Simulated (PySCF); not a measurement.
**Working out the excitation energy of Bi**

Bi [Xe] 4f14 5d10 6s2 6p3 (4S) → Bi [Xe] 4f14 5d10 6s2 6p2 6d1 (high-spin determinant). Computed with PySCF 2.14 in aug-cc-pVTZ-PP with ECP60MDF, with a scalar-relativistic core potential. Frozen: 5s2 5p6 5d10. Energies in hartree (1 hartree = 27.21139 eV):

```csv
part,Bi (lower),Bi (upper)
UHF,-213.594298,-213.334060
CCSD correlation,-0.060980,-0.061390
(T),-0.001779,-0.002549
```

Problem. What does Hartree-Fock give?

Solution. (-213.334060) − (-213.594298) = 0.260238 hartree = 7.081 eV.

Problem. What do CCSD and CCSD(T) give?

Solution. The CCSD correlation energies differ by -0.000410 hartree = -0.011 eV and the triples by -0.000770 hartree = -0.021 eV, so CCSD gives 7.070 eV and CCSD(T) 7.049 eV.

One determinant mixes LS terms, so it does not stand for a single term.

The coupled-cluster amplitudes are large, so a single reference is strained.
